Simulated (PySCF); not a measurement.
Gas-phase reaction: GeH₃F + 2 H = GeH₄ + HF

Method: PySCF energies (xtb for GFN2) plus ideal-gas RRHO corrections (1 bar). † marks an energy on the PBE0/def2-TZVP geometry and frequencies; other levels use their own. CCSD(T) freezes the core. 6-31G* has spherical d functions here. Open shells (unrestricted): H (multiplicity 2); the rest are closed-shell singlets. GFN2 has no spin-polarisation term. B3LYP is the form with VWN-RPA correlation. Ge: all electrons, no relativistic terms. CCSD(T) isn't extrapolated to the basis-set limit.

| level | ΔH°(298 K), kJ |
|---|---|
| B3LYP/6-31G* | -357 |
| BLYP/def2-TZVP† | -380 |
| CCSD(T)/def2-SVP† | ? |
| GFN2-xTB | -390 |
| HF/def2-TZVP† | ? |
| PBE0/def2-QZVP† | -379 |
| r2SCAN/def2-TZVP† | ? |
| LDA/def2-TZVP† | -414 |
| ωB97M-V/def2-TZVP† | ? |

Problem. Complete the blanks.

Solution. 
- CCSD(T)/def2-SVP†, ΔH°(298 K), kJ: -370
- HF/def2-TZVP†, ΔH°(298 K), kJ: -277
- r2SCAN/def2-TZVP†, ΔH°(298 K), kJ: -374
- ωB97M-V/def2-TZVP†, ΔH°(298 K), kJ: -382
